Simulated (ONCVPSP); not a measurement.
**technetium: one change to an ONCV potential, before and after**

technetium, optimised norm-conserving Vanderbilt (ONCV), made with ONCVPSP 4.0.1 (PBE, scalar-relativistic). Core [Ar] 3d10, reference 4s2 4p6 4d4 (charge +3). Waves: 4s: rc 1.25 bohr, ncon 4, nbas 7, qcut 4 1/bohr, 2 projectors, debl 3.4 Ha; 4p: rc 1.85 bohr, ncon 3, nbas 8, qcut 7.6 1/bohr, 2 projectors, debl 1 Ha; 4d: rc 1.40 bohr, ncon 4, nbas 7, qcut 6.7 1/bohr, 1 projector. Local part: polynomial inside 1.10 bohr (lpopt 5, dvloc0 6 Ha). Core correction: none.

In the s channel the program set the typed energies aside and used -3.810, 0.250 Ha. In the p channel the program set the typed energies aside and used -2.770, 0.050 Ha.

All-electron outer shells of the reference configuration (PBE, scalar-relativistic, ld1.x):

```
shell  level (eV)  outermost node (bohr)  outermost maximum (bohr)
   4s     -103.67                   0.50                      0.95
   4p      -75.38                   0.50                      1.01
   4d      -35.15                   0.50                      1.24
```

Change: all radii scaled by about 1.24 (s 1.56, p 2.30, d 1.74 bohr); local potential polynomial inside 1.38 bohr (lpopt 5, dvloc0 6 Ha).

Cutoffs: the cutoffs (Ha) at which the residual kinetic energy of the hardest occupied pseudo-wave falls to 1 and 0.1 mHa per electron; they do not see the model core or the augmentation charge, which bear on the density cutoff. Errors are all-electron minus pseudo energies relative to the spin-unpolarised reference configuration.

Predict the effect on cutoff, ghosts and configuration errors.

The potential gets softer (79 Ha and 106 Ha → 46 Ha and 55 Ha); of the 4 tests that both files solve, the error grows in 3 and shrinks in 0 by more than 15 % and 0.3 meV (median size 5.9 → 10.1 meV); neither file shows a bound ghost. A larger radius leaves more room for a smooth pseudo-wave, so fewer plane waves are needed. More of the atom is replaced by a form fitted at one configuration, so other configurations suffer.

```csv
quantity,base,changed
"cutoff, loose",79 Ha,46 Ha
"cutoff, tight",106 Ha,55 Ha
loose cutoff by channel,"s 79 Ha, p 14 Ha, d 23 Ha","s 46 Ha, p 14 Ha, d 20 Ha"
bound ghosts,none,none
GHOST(+) flags under 300 eV,none,none
"error for 4s2 4p6 4d5 5s2, meV [ΔE -51.71 eV]",+6.4,+12
"error for 4s2 4p6 4d5 5s1, meV [ΔE -43.56 eV]",+5.6,+9.5
"error for 4s2 4p6 4d5, meV [ΔE -28.71 eV]",+2.8,+3.2
"error for 4s2 4p6 4d5 5s1.5, meV [ΔE -48.43 eV]",+6.2,+11
```
